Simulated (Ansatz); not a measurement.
Consider the redistribution: `C[SiH](F)CCl` + `[SH][In]([Cl])[Cl]` → `C[SiH](S)CCl` + `[F][In]([Cl])[Cl]`.

Program: Ansatz. Geometries: PBE0-D4/def2-TZVP. ΔE: electronic, gas phase. CBS: MP2 limit from def2 TZ/QZ plus the TZ coupled-cluster correction, frozen cores. def2 core potentials past Kr. For In outer-core shells are correlated without core-valence functions, which leaves a few kJ/mol of doubt a bond. One conformer a species, not always the lowest.

| species | MP2/CBS(def2) energy (Eh) |
| --- | --- |
| `C[SiH](F)CCl` | -928.36725 |
| `[SH][In]([Cl])[Cl]` | -1507.80920 |
| `C[SiH](S)CCl` | -1226.89437 |
| `[F][In]([Cl])[Cl]` | -1209.23393 |

**Question.** Work out ΔE.

**Answer.** ΔE = (-1226.89437) + (-1209.23393) − (-928.36725) − (-1507.80920) = 0.04815 Eh = +126.4 kJ/mol. CCSD(T)/CBS gives +125.1 kJ/mol.

Largest T1 diagnostic among the species: 0.014.

In def2-TZVPP, CCSD(T) changes the Hartree–Fock value by −12.7 kJ/mol (the triples alone add −3.3 kJ/mol) and MP2 by −11.4 kJ/mol. From PBE to PBE0 (25 % exact exchange), in def2-TZVPP and without D4, ΔE moves by +7.7 kJ/mol. The D4 term adds −5.0 kJ/mol with B3LYP and −2.6 kJ/mol with PBE0; it sums over pairs of atoms, weighted by their polarisabilities, and B3LYP, whose exchange is more repulsive, gets the larger term.

B3LYP here is the variant with VWN-RPA as its local correlation; programs differ in this.
